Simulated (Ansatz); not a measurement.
Calculated with Ansatz (gas phase, PBE0-D4/def2-TZVP geometries, no zero-point term in ΔE). CBS: MP2 limit from def2 TZ/QZ plus the TZ coupled-cluster correction, frozen cores. This one scheme is used for every species. Functionals use def2-TZVPP. B3LYP here is the variant with VWN-RPA as its local correlation; programs differ in this. One conformer a species, not always the lowest.

Consider the cleavage of the Si–Si bond: `N[SiH]([SiH3])[SiH3]` + `NC(O)(F)F` → `NC(F)(F)O[SiH3]` + `N[SiH2][SiH3]`.

```
   level  ΔE (eV)
B3LYP-D4    -0.84
  r2SCAN    -0.78
```

**Question.** What does CCSD(T)/CBS give? (Estimate.)

**Answer.** The calculation gave: -0.84 eV. The listed levels differ from it by 0.00, 0.06 eV.

Largest T1 diagnostic among the species: 0.013.

From PBE to PBE0 (25 % exact exchange), in def2-TZVPP and without D4, ΔE moves by −0.06 eV. The D4 term adds +0.03 eV with B3LYP and +0.02 eV with PBE0; it sums over pairs of atoms, weighted by their polarisabilities, and B3LYP, whose exchange is more repulsive, gets the larger term.
